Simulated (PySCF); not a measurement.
# Potential energy of BPb along the bond

Set-up: B def2-TZVPP, Pb def2-TZVPP with ECP60; scalar-relativistic core potentials (PySCF 2.14). Energies in eV from B + Pb in their ground configurations at the same level. State: ⁴Σ⁻ (quartet), unpaired electrons σ ↑, π ↑↑.

All columns are PBE0. A positive dipole means B(−)Pb(+).

```
R (Å)  E (eV)  μ (D)  Mulliken charge on B (basis-dependent)  HOMO (eV)  LUMO (eV)  Mayer bond order  ⟨S²⟩
1.935  -1.822   1.50                                   -0.17      -5.83      -3.20              2.03  3.75
2.025  -2.246   1.65                                   -0.18      -5.89      -3.08              1.98  3.75
2.115  -2.477   1.77                                   -0.19      -5.95      -2.98              1.92  3.75
2.183  -2.557   1.84                                   -0.20      -5.89      -2.91              1.87  3.75
2.250  -2.578   1.89                                   -0.20      -5.78      -2.85              1.83  3.75
2.317  -2.553   1.93                                   -0.19      -5.68      -2.79              1.78  3.75
2.408  -2.469   1.94                                   -0.18      -5.56      -2.73              1.72  3.75
2.520  -2.311   1.90                                   -0.15      -5.44      -2.65              1.65  3.76
2.655  -2.078   1.80                                   -0.13      -5.31      -2.59              1.56  3.76
2.835  -1.743   1.59                                   -0.09      -5.16      -2.65              1.45  3.76
```

A fit through these points gives, at Re = 2.244 Å, μ = 1.89 D and dμ/dR = 0.648 D/Å; the reduced mass is 10.46 u.

Q: How strong is the fundamental in the double-harmonic approximation, I = 42.26·(dμ/dR)²/μred km/mol?

A: I = 42.26·(0.648)²/10.46 = 1.70 km/mol at PBE0.

These are scalar-relativistic numbers at best; spin–orbit coupling would shift them, the dissociation energy most. The state is the lowest determinant that a PBE0 search found; another state may lie lower at other levels.
